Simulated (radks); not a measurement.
Task: The table gives one normalised radial function P(r) = r R(r) of Pr3+ in [Xe] 6s2 (r in bohr). All-electron calculation, scalar-relativistic Kohn-Sham, r2SCAN, spin-polarised, spherical densities, finite nucleus; meta-GGA in the generalised Kohn-Sham scheme; Fermi nuclear charge, rms radius 4.8919 fm. Program: a radial shooting solver on a logarithmic mesh with Libxc functionals.

r	P
0.001786	0.0022
0.002402	0.0037
0.003229	0.0062
0.004342	0.0103
0.005837	0.0170
0.007848	0.0278
0.01055	0.0447
0.01419	0.0699
0.01907	0.1053
0.02564	0.1504
0.03448	0.1985
0.04635	0.2320
0.06232	0.2203
0.08378	0.1283
0.1126	-0.0523
0.1514	-0.2579
0.2036	-0.3381
0.2738	-0.1509
0.3681	0.2444
0.4988	0.5109
0.6707	0.2806
0.9017	-0.3424
1.212	-0.8654
1.63	-0.8986
2.191	-0.5499
2.946	-0.2036
3.961	-0.0448
5.325	-0.0048
7.16	-0.0002
9.626	0.0000

Which n and l does it have? It may be an empty orbital.

Result: n = 5, l = 1: the number of nodes gives n - l - 1 = 3, the rise at small r (about r^(l+1), flatter next to the nucleus through relativity) gives l, and the extent must fit the shell. The curve is that of 5p. 5p: eigenvalue -59.332 eV, 3 radial nodes at r = 0.105, 0.309, 0.775 bohr, <r> = 1.57 bohr, 90 % of the charge inside 2.25 bohr.
